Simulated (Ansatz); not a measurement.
Reaction (isomerisation): `O/C=N/[SiH2]Cl` → `NC(=O)[SiH2]Cl`

Computed with Ansatz on PBE0-D4/def2-TZVP structures; ΔE is electronic, products minus reactants. CCSD(T)/CBS is the MP2 limit (def2-TZVPP, def2-QZVPP) plus CCSD(T) − MP2 in def2-TZVPP, frozen cores. Functionals use def2-TZVPP. One conformer a species, not always the lowest.

| species | ωB97X-V energy (Eh) |
| --- | --- |
| `O/C=N/[SiH2]Cl` | -920.17965 |
| `NC(=O)[SiH2]Cl` | -920.17109 |

Work out ΔE.

ΔE = (-920.17109) − (-920.17965) = 0.00856 Eh = +5.4 kcal/mol. CCSD(T)/CBS gives +6.9 kcal/mol.

Largest T1 diagnostic among the species: 0.015.

In def2-TZVPP, CCSD(T) changes the Hartree–Fock value by −2.2 kcal/mol (the triples alone add −0.5 kcal/mol) and MP2 by −2.0 kcal/mol. From PBE to PBE0 (25 % exact exchange), in def2-TZVPP and without D4, ΔE moves by +1.8 kcal/mol.
